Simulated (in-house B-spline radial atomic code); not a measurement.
A fraction x of an electron is moved 3d → 5f in Ba²⁺, starting from [Kr] 4d10 5s2 5p6 and keeping the highest spin. Level of theory: scalar-relativistic (X2C) LC-wPBE, spin-polarised, spherical fractional occupations, Fermi nucleus of rms radius 4.8378 fm; calculated with a B-spline radial code for spherical atoms.

Caution: exact exchange at fractional occupations of open shells leaves self-interaction of up to several eV.

```json
{"x": "0", "E(x) - E(0) (eV)": "0.0000", "3d down level (eV)": "-782.129", "5f up level (eV)": "-"}
{"x": "0.125", "E(x) - E(0) (eV)": "97.7033", "3d down level (eV)": "-787.982", "5f up level (eV)": "-3.551"}
{"x": "0.25", "E(x) - E(0) (eV)": "196.1109", "3d down level (eV)": "-793.854", "5f up level (eV)": "-3.759"}
{"x": "0.375", "E(x) - E(0) (eV)": "?", "3d down level (eV)": "?", "5f up level (eV)": "?"}
{"x": "0.5", "E(x) - E(0) (eV)": "395.0538", "3d down level (eV)": "-805.582", "5f up level (eV)": "-4.135"}
{"x": "0.625", "E(x) - E(0) (eV)": "495.5890", "3d down level (eV)": "-811.432", "5f up level (eV)": "-4.317"}
{"x": "0.75", "E(x) - E(0) (eV)": "596.8323", "3d down level (eV)": "-817.272", "5f up level (eV)": "-4.498"}
{"x": "0.875", "E(x) - E(0) (eV)": "?", "3d down level (eV)": "?", "5f up level (eV)": "?"}
{"x": "1", "E(x) - E(0) (eV)": "801.4376", "3d down level (eV)": "-828.919", "5f up level (eV)": "-4.859"}
```

Q: What belongs in the row x = 0.375?

A: An energy change of 295.2276 eV; 3d down at -799.722 eV, 5f up at -3.951 eV.

Q: What belongs in the row x = 0.875?

A: An energy change of 698.7823 eV; 3d down at -823.101 eV, 5f up at -4.678 eV.

Q: Check Janak's theorem between x = 0.125 and 0.25.

A: The slope of the energy is 787.26 eV; the orbital levels give 787.26 eV (ε of the receiving orbital less ε of the emptying one, averaged over the two points).
